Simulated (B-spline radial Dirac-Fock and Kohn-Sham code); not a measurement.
**Relativistic shifts of the levels of Tl⁴¹⁺**

System: Tl⁴¹⁺ in the configuration [Kr] 4d4.

Both columns are ΔSCF binding energies of the configuration average from a radial B-spline solver: non-relativistic Hartree-Fock with a point nucleus, and Dirac-Fock with a finite nucleus and the Coulomb interaction alone, averaged over the two j levels with weights 2j+1.

| shell | Hartree-Fock (eV) | Dirac-Fock (eV) | shift (eV) | shift (%) |
| --- | --- | --- | --- | --- |
| 1s | 79410.7 | 87915.3 | +8504.59 | +10.71 |
| 2s | 15033.0 | 17331.9 | +2298.87 | +15.29 |
| 2p | 14517.9 | 15300.3 | +782.45 | +5.39 |
| 3s | 4989.6 | 5588.2 | +598.57 | +12.00 |
| 3p | 4750.3 | 4982.6 | +232.28 | +4.89 |
| 3d | 4312.3 | 4298.4 | -13.86 | -0.32 |
| 4s | 2291.2 | 2488.9 | +197.66 | +8.63 |
| 4p | 2177.6 | 2258.3 | +80.71 | +3.71 |
| 4d | 1992.8 | 1996.4 | +3.63 | +0.18 |

Relativity binds 1s, 2s, 2p, 3s, 3p, 4s, 4p, 4d more strongly, among those listed most of all 2s in relative terms, and 3d more weakly, because the contracted s and p shells screen the nucleus better.

Values without a named source are computed, but for edge energies of neutral atoms, which are taken from tables.
